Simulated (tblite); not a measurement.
C4H7NOSi.
Cartesian coordinates in Å at the GFN2-xTB level; atoms count from 1:
```
atom  x, y, z in Å
N1    -3.107   -0.436    1.853
C2    -2.129   -0.073    1.379
C3    -0.918    0.357    0.782
C4    -0.932    0.802   -0.655
C5    -0.308   -0.510   -0.302
Si6    1.557   -0.752   -0.341
O7     2.127    0.679    0.183
H8    -0.247    0.867    1.462
H9    -1.879    0.800   -1.176
H10   -0.287    1.629   -0.911
H11   -0.895   -1.383   -0.563
H12    1.955   -1.826    0.568
H13    2.002   -1.015   -1.710
H14    3.059    0.861    0.250
```

All values are computed: GFN2-xTB (tblite) harmonic vibrations without scaling, gas phase. Against measured fundamentals such values can be off by several per cent, at times by over 20. Modes of hydrogen on silicon can be 10 to 20 % off. One conformer, not necessarily the lowest.

Harmonic wavenumbers (cm⁻¹): 33.2, 107.1, 134.2, 175.9, 255.8, 280.4, 336.9, 494.8, 528.7, 535.2, 602.1, 673.4, 733.3, 794.4, 812.5, 840.4, 890.0, 908.0, 942.9, 993.8, 1042.8, 1068.1, 1090.5, 1105.0, 1228.3, 1249.7, 1390.5, 1462.1, 2253.3, 2280.5, 2392.7, 3041.1, 3047.2, 3080.6, 3100.0, 3684.1.

A = 5477, B = 1104, C = 1086 MHz; mass 113.030 u (most abundant isotopes); point group C1, symmetry number 1.

Zero-point energy?

Half the sum of the wavenumbers: 21795 cm⁻¹ = 62.31 kcal/mol.

What is S at 298.15 K and 1 bar for an ideal gas of classical rigid rotors and harmonic oscillators?

Translation 40.11, rotation 28.28, vibration 23.01: S = 91.4 cal/(mol K).

And Cp and H(298.15 K) − H(0)?

Cp = 32.51 cal/(mol K), of which vibrations give 24.56 (their classical limit is 36 R = 71.5); H(298.15 K) − H(0) = 5.97 kcal/mol without the zero-point energy, 3.60 from vibrations.

What must be added to the electronic energy to get the Gibbs energy at 298.15 K and 1 bar?

ZPE + [H(298.15 K) − H(0)] − T·S = 62.31 + 5.97 − 27.25 = 41.03 kcal/mol.

Which modes carry the vibrational entropy at 298.15 K?

33.2 cm⁻¹: 5.63; 107.1 cm⁻¹: 3.32; 134.2 cm⁻¹: 2.88; 175.9 cm⁻¹: 2.37; 255.8 cm⁻¹: 1.69; 280.4 cm⁻¹: 1.53 cal/(mol K); the other 30 give 5.58 together.

Blend soft modes into free rotors: weight 1/[1 + (100 cm⁻¹/ν̃)⁴] for the oscillator and the rest for a rotor with moment μB/(μ + B), μ = h/(8π²ν), B = 10⁻⁴⁴ kg m². What vibrational entropy results?

21.05 cal/(mol K) in place of 23.01, which changes −T·S at 298.15 K by +0.58 kcal/mol.

Hindered rotation and anharmonicity are outside this model. Other conformers, if any are populated, would add a mixing term that is left out. The structure is chiral; the term R ln 2 for an equal mix with its mirror image is left out.

The run took 0.66 s wall on Arm Neoverse N1, one thread, shared host with 64 logical CPUs at a one-minute load of 61. This covers the Hessian and the dipole derivatives.
